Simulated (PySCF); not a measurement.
Co(OH)3 (CoH3O3), SMILES [OH][Co]([OH])[OH] (connectivity only; charge and spin as stated), neutral, multiplicity 5.

Geometry: PBE-D3(BJ)/def2-SVP. The spin state was assumed, not searched. One conformer was computed; it need not be the lowest.

Calculation: PySCF with PBE/def2-TZVPD.

The molecule is in vacuum.

Computed frontier levels, dipole moment and polarisability:
The α spin, highest occupied and lowest empty level is -6.32 and -1.43 eV and the β spin, highest occupied and lowest empty level is -6.19 and -4.88 eV. The dipole moment is 2.54 D and the quadrupole, principal values (traceless, Buckingham form, about the centre of nuclear charge) is -7.61, -3.36, 10.97 D·Å. The mean static polarisability is 55.1 bohr³ (8.17 Å³) and the polarisability, principal values is 34.9, 62.1, 68.3 bohr³. The ⟨S²⟩ comes out as 6.011 (pure state 6.00).
